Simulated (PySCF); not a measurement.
In(H)2(SH) (H3InS), SMILES [SH][InH2]. Atoms are numbered in the order given.

```xyz
5

In    -0.0016     0.5838     0.0000
H      1.5435     1.3306     0.0000
H     -1.5694     1.2857     0.0000
S      0.0846    -1.8273     0.0000
H     -1.2495    -1.9878     0.0000
```

Geometry optimised at B3LYP-D3(BJ)/def2-TZVP. The def2 effective core potentials stand for the cores of In; spin–orbit coupling is left out.

Vertical ionisation energy (IE) and electron affinity (EA) in eV. Rows of orbital energies are one-electron estimates. Where ΔSCF, EOM or ADC give a negative EA the extra electron is unbound and the value depends on the basis.

```json
[
 {"level": "−ε(HOMO), −ε(LUMO), PBE/def2-TZVPD (PySCF)", "IE": "6.27", "EA": "2.45"},
 {"level": "−ε(HOMO), −ε(LUMO), HF/def2-TZVPD (PySCF)", "IE": "[?]", "EA": "[?]"}
]
```

**Question.** Complete the blanks. (An estimate is asked for; the answer gives what the named calculation found.)

**Answer.** 
- −ε(HOMO), −ε(LUMO), HF/def2-TZVPD (PySCF), IE: 10.04
- −ε(HOMO), −ε(LUMO), HF/def2-TZVPD (PySCF), EA: -0.60
